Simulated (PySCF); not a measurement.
# `C#CC[Se]C(C)(C)C#C`, C8H10Se

Cartesian coordinates in Å; atom numbers follow the order of the lines, from 1:
```xyz
19

C     0.940    2.797    0.776
C     1.552    1.768    0.724
C     2.248    0.518    0.637
Se    1.127   -1.044    1.165
C    -0.512   -0.791   -0.034
C    -0.071   -0.375   -1.429
C    -1.222   -2.142   -0.041
C    -1.349    0.214    0.573
C    -2.057    1.028    1.094
H     0.425    3.709    0.827
H     2.611    0.336   -0.378
H     3.086    0.487    1.339
H     0.658   -1.082   -1.824
H    -0.936   -0.362   -2.093
H     0.360    0.625   -1.418
H    -1.474   -2.445    0.975
H    -0.580   -2.903   -0.483
H    -2.141   -2.074   -0.620
H    -2.675    1.746    1.542
```

The calculation used PySCF, GIAO B97-2/pcSseg-1 magnetisability, rotational g tensor and spin-rotation constants, non-relativistic, gas phase. Geometry: GFN2-xTB.

The calculation is non-relativistic, which matters for the atoms heavier than Zn.

(1) Give the nuclear spin-rotation constants along the inertial axes (H = +C I·J) beside the isotropic shieldings.

Answers

(1) Rotational constants 1.3214, 1.1585, 0.8017 GHz. A star marks the isotopologue with that one atom substituted, in its own axes.
| atom | isotope | Caa (kHz) | Cbb (kHz) | Ccc (kHz) | mean (kHz) | σ (ppm) |
| --- | --- | --- | --- | --- | --- | --- |
| H10 | 1H | -0.118 | -0.009 | -0.090 | -0.072 | 30.0 |
| H11 | 1H | -0.132 | -0.113 | 0.032 | -0.071 | 27.7 |
| H12 | 1H | -0.085 | -0.036 | -0.066 | -0.062 | 28.7 |
| H13 | 1H | -0.139 | -0.025 | -0.053 | -0.073 | 30.2 |
| H14 | 1H | -0.094 | -0.039 | -0.071 | -0.068 | 30.2 |
| H15 | 1H | 0.034 | -0.116 | -0.082 | -0.055 | 29.3 |
| H16 | 1H | -0.132 | -0.128 | 0.016 | -0.081 | 30.0 |
| H17 | 1H | -0.120 | -0.036 | -0.059 | -0.072 | 30.3 |
| H18 | 1H | -0.090 | -0.024 | -0.085 | -0.066 | 30.2 |
| H19 | 1H | -0.133 | -0.037 | -0.058 | -0.076 | 29.8 |
| C1 | 13C* | 0.332 | 0.167 | 0.252 | 0.250 | 106.1 |
| C2 | 13C* | 0.394 | 0.085 | 0.275 | 0.251 | 105.9 |
| C3 | 13C* | 0.193 | 0.160 | 0.130 | 0.161 | 163.4 |
| Se4 | 77Se* | 3.054 | 2.420 | 1.776 | 2.417 | 1119.4 |
| C5 | 13C* | 0.240 | 0.199 | 0.160 | 0.200 | 140.2 |
| C6 | 13C* | 0.248 | 0.191 | 0.108 | 0.182 | 155.1 |
| C8 | 13C* | 0.478 | 0.169 | 0.207 | 0.285 | 94.6 |
| C9 | 13C* | 0.370 | 0.207 | 0.191 | 0.256 | 108.8 |

For the geometry as given, no vibrational averaging.
